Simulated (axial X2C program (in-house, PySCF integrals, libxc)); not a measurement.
# CoS⁻ along the bond: HF, non-relativistic

Calculated with an axial X2C code built on PySCF integrals. The Hamiltonian is the X2C one with the speed of light multiplied by 100, which is the non-relativistic limit. Basis: Co dyall-av3z [10s10p7d3f2g], S dyall-av3z [9s8p3d2f] (cores contracted in-house); Gaussian nuclei, density fitting, unrestricted open shells. Masses: Co 58.933 u, S 31.972 u.

State: M_S = 2, Λ = 2 (beyond evenly filled blocks: σα, π+α, π-α, δ+α, δ+β, δ-α). Dipoles are positive if S is the positive end and refer to the centre of mass.

Results along the bond:

```
R (Å)   μ (D)  HOMO (eV)  LUMO (eV)   ⟨S²⟩
1.804  -1.742      -1.94       2.19  6.027
1.887  -2.444      -2.13       2.18  6.022
1.950  -2.946      -2.26       2.17  6.020
2.012  -3.432      -2.37       2.17  6.018
2.074  -3.902      -2.48       2.16  6.017
2.147  -4.433      -2.59       2.15  6.016
2.219  -4.939      -2.68       2.15  6.016
2.312  -5.536      -2.80       2.13  6.018
2.427  -6.090      -2.86       2.12  6.027
```

Occupations by symmetry block were frozen at the best pattern of an incomplete PBE0 search. PBE0 can misorder states that lie within some tenths of an eV, so this need not be the ground state of the molecule. The nearest other spin-free determinant of the search, M_S = 1, Λ = 3, lies 0.20 eV up at the distance of the search. The stretched end of a curve changes character and is left out. The LUMO of an anion is an unbound level whose energy the basis sets.
